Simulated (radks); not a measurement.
The numbers below are computed, except where a source is named.
Q: The mean radii <r> (bohr) of the occupied orbitals of an atom or ion are listed with their occupations. Level of theory: scalar-relativistic Kohn-Sham, r2SCAN, spin-polarised, spherical densities, finite nucleus; meta-GGA in the generalised Kohn-Sham scheme; Fermi nuclear charge, rms radius of each element as measured or else 0.836 A^(1/3) + 0.57 fm (a radial shooting solver on a logarithmic mesh with Libxc functionals).

| orbital | occ. | <r> |
|---|---|---|
| 1s | 2 | 0.02232 |
| 2s | 2 | 0.09487 |
| 2p | 6 | 0.08367 |
| 3s | 2 | 0.2447 |
| 3p | 6 | 0.2420 |
| 3d | 10 | 0.2188 |

Name the element and its charge. Open shells, if any, are filled with parallel spins first.

A: Z = 63, europium, charge +35: Eu35+ in [Ar] 3d10. The 1s radius gives Z: for a bare nucleus <r> = (2 gamma + 1)/(2Z) with gamma = sqrt(1 - (Z/c)^2), 0.02203 bohr for Z = 63, and screening makes it slightly larger (0.02232 here). The occupations add up to 28, and the charge is Z minus that.
